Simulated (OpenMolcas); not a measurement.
Computed levels of 4d⁶ in ions with 42 electrons, in cm-1 above ⁵D₄.

```yaml
Program: OpenMolcas 26.06
Method: SS-RASPT2, IPEA 0.25 Eh, imaginary shift 0.1 Eh
Basis: ANO-RCC-VTZP
Scalar_Hamiltonian: DKH2, point nucleus
Spin-orbit_coupling: state interaction with AMFI integrals over the reference wave functions, term energies averaged over their components
```

Active space for each ion: 12 electrons in 8 orbitals (RAS1 4p, at most 2 holes; RAS2 4d); closed shells correlated by CASPT2: 4s.

```
 Level   Ru2+   Rh3+   Ag5+
   ⁵D₃   1169   1568   2590
   ⁵D₂   1859   2450   3860
   ⁵D₁   2310   3040   4800
   ⁵D₀   2520   3310   5220
   ³H₆  15890  18110  22520
   ³H₅  16180  18450  22880
³P₂(1)  16190  18430  22250
³F₃(1)  17990  20650  25620
³F₂(1)  18630  21480  26800
```

**Question.** Estimate ⁵D₀, ³H₆, ³H₅ for Pd4+ from its neighbours Rh3+ and Ag5+.

**Answer.** ⁵D₀ is fine structure, which grows about as the fourth power of a screened charge, so the fourth roots are averaged: ((3310^0.25 + 5220^0.25) / 2)^4 = 4184. The calculation gives 4290, so the estimate is off by -2.5 %.
³H₆ is another term, which grows about linearly with the charge: (18110 + 22520) / 2 = 20315. The calculation gives 20010, so the estimate is off by +1.5 %.
³H₅ is another term, which grows about linearly with the charge: (18450 + 22880) / 2 = 20665. The calculation gives 20370, so the estimate is off by +1.4 %.

Mixed levels, with the weight of the term that names them: Pd4+ ³F₃(1) (74 %), Ag5+ ³H₅ (74 %), Ag5+ ³F₃(1) (73 %).

Term energies are means over components that CASPT2 splits; among the terms shown or strongly mixed into the levels shown the widest spread is 130 cm-1 (4d⁶ ³H, Ru2+). Active for correlation alone: 4p; no level in the range computed is led by a configuration that opens it, so any true level of that kind is missing. Only configurations of the active space appear.

A number in round brackets counts repeated terms of one configuration in the order of the reference energies.
